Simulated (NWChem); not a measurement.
CH$_{5}$F$_{2}$NSi; SMILES NC[SiH](F)F

```xyz
10

N     -0.0036     2.2616     0.0149
C     -0.7792     1.0730    -0.3328
Si    -0.0151    -0.4947     0.3293
F      1.5012    -0.5693    -0.2398
F     -0.7746    -1.8265    -0.1878
H      0.0333     2.4009     1.0229
H      0.9586     2.1755    -0.3070
H     -0.8759     1.0035    -1.4306
H     -1.8135     1.1864     0.0350
H      0.0701    -0.5474     1.8104
```
Atoms are numbered in this order, from 1.

Results from NWChem. Pople sets run with spherical d functions. The geometry was optimised at PBE0/def2-SVP. Ions are spin-unrestricted doublets at the neutral geometry. Hybrids' shares of exact exchange are those that their runs print; pure functionals count as 0. The functionals differ in more than this share.

```csv
row,share of exact exchange,ΔSCF ionisation energy minus −ε(HOMO) (eV)
PBE/6-31+G*,0.00,3.55
B3LYP/6-31+G*,0.20,2.62
PBE0/6-31+G*,0.25,withheld
BHandHLYP/6-31+G*,0.50,1.04
M06-2X/6-31+G*,0.54,1.24
```

Question: Fit a straight line of the last column on the one before it, predict the withheld value, and compare with the run.

Answer: 
1. Means of the 4 shown rows: x = 0.310, y = 2.112. Slope Σ(x − x̄)(y − ȳ)/Σ(x − x̄)² = -0.9059/0.1972 = -4.594; intercept 3.537.
2. The shown rows scatter about the line by 0.136 (root mean square); the largest residual is -0.20, at BHandHLYP/6-31+G*.
3. At x = 0.25 (PBE0/6-31+G*; inside the shown range) the line gives 2.39.
4. The run gives 2.36, -0.03 from the line, 0.2 times the scatter. The line crosses zero at a share of 0.77, outside the shown range.
